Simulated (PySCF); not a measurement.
# Electronic structure of K (potassium, neutral) at the UHF level

Configuration: [Ar] 4s1, 2S determinant. Computed with PySCF 2.14 in aug-cc-pVTZ-X2C (7s6p4d2f, 59 functions), with the spin-free X2C one-electron Hamiltonian (Gaussian nucleus).

```json
{"Total energy": "-601.464338 hartree", "One-electron energy": "-826.9197 hartree", "Hartree (Coulomb) energy": "258.3332 hartree", "Exchange energy": "-32.8778 hartree", "⟨S²⟩": "0.7502", "⟨L²⟩": "0.000", "Sum of ⟨r⟩": "19.40 bohr", "Sum of ⟨r²⟩": "50.91 bohr²", "Langevin diamagnetic susceptibility": "-40.3 ×10⁻⁶ cm³/mol"}
```

```csv
shell,electrons,mean orbital energy (hartree),"rms radius, mean of both spins (bohr)"
1s α,1,-134.13625,0.0937
1s β,1,-134.13534,0.0937
2s α,1,-14.60213,0.418
2s β,1,-14.60040,0.418
2p α,3,-11.52453,0.388
2p β,3,-11.52412,0.388
3s α,1,-1.76329,1.37
3s β,1,-1.75862,1.37
3p α,3,-0.95399,1.56
3p β,3,-0.95228,1.56
4s α,1,-0.14818,5.59
```

Densities and radii are taken from the X2C orbitals without a picture-change correction, which distorts them close to the nucleus.

Spin-orbit constants ζ (cm⁻¹) from the X2C one-electron operator on these orbitals: bare nucleus, nucleus screened by l(l+1)(2l+1)/3 electrons, and screened by the Breit-Pauli mean field of the electrons.

```tsv
shell	bare	screened nucleus	mean field
2p	16910	15130	14320
3p	1438	1287	1205
```
